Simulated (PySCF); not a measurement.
# Telling isomers of C7H5F3O apart by NMR

PySCF 2.14.0 with density-fitted response routines calculation with structure optimised with GFN2-xTB and shielding tensors at PBE0/pcSseg-1 (GIAO); one averaged value for each set of equivalent atoms, non-relativistic, a single conformation, in vacuum.

Chemical shifts δ = σref − σ; 1H (σ = 31.72 ppm), 13C (σ = 186.93 ppm) against TMS, all at this level. Splittings of carbon signals by F and P are missing where no couplings were computed. Where no couplings were computed, multiplicities follow the n + 1 count of equivalent neighbours, and m marks all less simple cases (inequivalent or close neighbours, rings, F or P nearby). Shifts are as computed. Against solution values, carbons near 30 ppm lie about +3 ppm off and those near 130 ppm about +5 ppm. Of 1211 compounds with measured shifts, 218 miss one by over three times the rms of a fit or turn the order of signals round; such compounds aren't used in these exercises. OH and NH positions are gas-phase values without hydrogen bonding to other molecules.

(1) Tabulate the signals of `Oc1cc(F)cc(C(F)F)c1`, `C=C1C=C(OC(F)(F)F)C1=C`, `C=CC1=C(OC(F)(F)F)C1=C`, `C=C=C=C(C)C(=O)C(F)(F)F` and their relative energies.

(2) What is the quickest way to tell Oc1cc(F)cc(C(F)F)c1 from C=C1C=C(OC(F)(F)F)C1=C?

(3) What is the quickest way to tell C=C1C=C(OC(F)(F)F)C1=C from C=C=C=C(C)C(=O)C(F)(F)F?

(4) What is the quickest way to tell Oc1cc(F)cc(C(F)F)c1 from C=CC1=C(OC(F)(F)F)C1=C?

## Answers

(1) 
| SMILES | carbon types | δC | δH | E rel. (kcal/mol) |
| --- | --- | --- | --- | --- |
| Oc1cc(F)cc(C(F)F)c1 | 3×C 4×CH | 172.8, 165.6, 146.0, 121.4, 114.8, 111.2, 108.1 | 7.48 (m, 1H), 6.81 (m, 1H), 6.70 (m, 1H), 6.59 (m, 1H), 4.65 (br s, 1H) | 0.0 |
| C=C1C=C(OC(F)(F)F)C1=C | 4×C 1×CH 2×CH2 | 163.8, 151.7, 147.3, 134.6, 130.1, 102.1, 101.1 | 6.51 (s, 1H), 5.29 (m, 1H), 5.26 (m, 1H), 5.22 (m, 1H), 5.18 (m, 1H) | 54.6 |
| C=CC1=C(OC(F)(F)F)C1=C | 4×C 1×CH 2×CH2 | 147.2, 137.5, 130.8, 124.9, 123.1, 118.9, 65.2 | 6.83 (m, 1H), 6.21 (m, 1H), 6.09 (m, 1H), 4.15 (br s, 1H), 3.96 (br s, 1H) | 79.7 |
| C=C=C=C(C)C(=O)C(F)(F)F | 5×C 1×CH2 1×CH3 | 201.5, 184.2, 182.0, 126.5, 120.5, 116.8, 21.4 | 6.33 (s, 2H), 2.29 (s, 3H) | 57.8 |

Energies are electronic energies at PBE0/pcSseg-1 on these geometries, without zero-point or thermal terms, each for the one conformer computed, which needn't be the lowest.

(2) Both give the same number of carbon signals, but DEPT or the intensities differ. The first has an aromatic CH at 108.1 ppm, the second a terminal =CH2 carbon at 102.1 ppm. Their most deshielded carbons lie at 172.8 and 163.8 ppm. In the proton spectra the most deshielded non-exchanging signals are 7.48 (m, 1H) and 6.51 (s, 1H).

(3) Both give the same number of carbon signals, but DEPT or the intensities differ. The first has a β carbon of an enol-ether or enamine type C=C (CH) at 134.6 ppm, the second an allylic methyl carbon (CH3) at 21.4 ppm. Their most deshielded carbons lie at 163.8 and 201.5 ppm.

(4) Both give the same number of carbon signals, but DEPT or the intensities differ. The first has an aromatic carbon bearing fluorine (C) at 172.8 ppm, the second a terminal =CH2 carbon at 137.5 ppm. Their most deshielded carbons lie at 172.8 and 147.2 ppm. In the proton spectra the most deshielded non-exchanging signals are 7.48 (m, 1H) and 6.83 (m, 1H).
